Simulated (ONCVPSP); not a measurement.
Te (Z = 52), ONCV: configuration errors across variants

- Element: Te (Z = 52)
- Generator: ONCVPSP 4.0.1
- Type: optimised norm-conserving Vanderbilt (ONCV)
- Functional: PBE
- Relativity: scalar-relativistic
- Frozen core: [Kr] 4d10
- Valence charge: 6
- Reference configuration: 5s2 5p3.5 (charge +0.5)
- Partial waves: 5s: rc 1.90 bohr, ncon 4, nbas 8, qcut 2.8 1/bohr, 2 projectors, debl 2.5 Ha; 5p: rc 2.25 bohr, ncon 4, nbas 8, qcut 3.1 1/bohr, 2 projectors, debl 3.9 Ha; d scattering state at 0.38 Ha: rc 1.75 bohr, ncon 4, nbas 7, qcut 5.4 1/bohr, 3 projectors, debl 2.8 Ha
- Local potential: polynomial inside 1.30 bohr (lpopt 5, dvloc0 1 Ha)
- Core correction: Teter function fitted to the true core (icmod 2), fcfact 0.55

All-electron excitation energies from the reference (eV): (1) 5s2 5p4 -3.898; (2) 5s2 5p3 5.831; (3) 5s2 5p2 23.756; (4) 5s1 5p4 15.674.

3 further variants failed, have other tests or too few solved ones, and are left out.

A true bound ghost makes a file unfit for plane-wave use even where its test errors are small: the radial tests pick states by their node count and pass the ghost by.

Errors AE − PS in meV (a dash: test not solved or not reliable):

| change | (1) | (2) | (3) | (4) | bound ghosts | GHOST(+) flags above zero |
| --- | --- | --- | --- | --- | --- | --- |
| base | +1.3 | -1.5 | -10 | -16 | d, s | p |
| s: qcut 2.2; p: qcut 2.5; d: qcut 4.3 | +1.2 | -1.6 | -12 | -18 | d, s | p |
| d: qcut 5.5 | +1.3 | -1.5 | -10 | -16 | d, s | p |

(1) Give the same row for: s: qcut 1.8; p: qcut 2; d: qcut 3.5.

Answers

(1) +1.3, -1.5, -11, -20; bound ghosts: d, s; GHOST(+) flags above zero: p.
